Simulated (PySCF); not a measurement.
## Bonding in `C=C(C)[Si@H](Cl)CC1CC1`

C7H13ClSi.
Atom-mapped SMILES: `[CH2:1]=[C:2]([CH3:3])[Si@H:4]([Cl:5])[CH2:6][CH:7]1[CH2:8][CH2:9]1` (hydrogens: H10, H11 on C1; H12, H13, H14 on C3; H15 on Si4; H16, H17 on C6; H18 on C7; H19, H20 on C8; H21, H22 on C9)

Geometry (GFN2-xTB, Å), atoms numbered from 1 in this order:
```xyz
22
C7H13ClSi angstrom
C      1.7451   -0.9387    1.7861
C      1.6563   -0.3773    0.5865
C      2.0608   -1.1224   -0.6509
Si     0.9951    1.3807    0.3442
Cl     1.4337    2.5035    1.9786
C     -0.9041    1.3767    0.1438
C     -1.3830    0.6095   -1.0655
C     -2.7615    0.0196   -1.0740
C     -1.5618   -0.8752   -0.9846
H      2.1075   -1.9469    1.9219
H      1.4708   -0.4118    2.6849
H      2.2990   -2.1593   -0.4245
H      1.2619   -1.0952   -1.3885
H      2.9370   -0.6523   -1.0953
H      1.6432    2.0136   -0.8091
H     -1.2629    2.4071    0.0762
H     -1.3635    0.9472    1.0371
H     -1.0179    1.0077   -2.0052
H     -3.3266    0.0309   -1.9935
H     -3.3706    0.1396   -0.1908
H     -1.3568   -1.3580   -0.0411
H     -1.3119   -1.4794   -1.8438
```

Bond orders from the PBE0/pcSseg-1 density (PySCF). The structure is a single GFN2-xTB conformer in the gas phase; no vibrational or solvent corrections.

Task: Where do the orders between heavy atoms depart from those drawn in the SMILES?

Result: The largest departure is 0.166, at C2–Si4 (drawn single, 0.834). Drawn single, order below 0.88: C2–Si4 (0.834).

Task: Set the Mayer orders of the bonds between heavy atoms beside their lengths.

Result: 
| bond | drawn as | length (Å) | Mayer order |
| --- | --- | --- | --- |
| C1–C2 | double | 1.327 | 1.980 |
| C2–C3 | single | 1.500 | 1.046 |
| C2–Si4 | single | 1.894 | 0.834 |
| Si4–Cl5 | single | 2.031 | 0.962 |
| Si4–C6 | single | 1.910 | 0.916 |
| C6–C7 | single | 1.510 | 1.019 |
| C7–C8 | single | 1.499 | 0.962 |
| C8–C9 | single | 1.499 | 0.976 |
| C9–C7 | single | 1.498 | 0.945 |

Bonds between the same two heavy elements. C–C: lowest C9–C7 (0.945, 1.498 Å), highest C1–C2 (1.980, 1.327 Å); in 3 of the 15 pairs the longer bond (by over 0.003 Å) has the higher order (by 0.02 or more). C–Si: lowest C2–Si4 (0.834, 1.894 Å), highest Si4–C6 (0.916, 1.910 Å); in 1 of the 1 pairs the longer bond (by over 0.003 Å) has the higher order (by 0.02 or more).

Task: And the bonds to hydrogen?

Result: C–H: 0.93 to 0.96 (12 bonds); H–Si: 0.94 (1 bond).

Task: Sum the orders of all bonds at each heavy atom with more than one neighbour and set the sums beside the valence in the SMILES.

Result: C1 3.875 (drawn 4), C2 3.860 (drawn 4), C3 3.903 (drawn 4), Si4 3.653 (drawn 4), C6 3.806 (drawn 4), C7 3.876 (drawn 4), C8 3.851 (drawn 4), C9 3.830 (drawn 4). Orders between atoms that aren't bonded are not in these sums.

The Mayer order sums products of elements of PS (density times overlap matrix) between the two atoms' basis functions, so it depends on the basis set.

The run behind these numbers computed NMR shieldings as well. The run took 84 s wall on an Arm Neoverse N1 with one thread, shared host with 64 logical CPUs at a one-minute load of 45, and the process peaked at 0.97 GiB of memory.
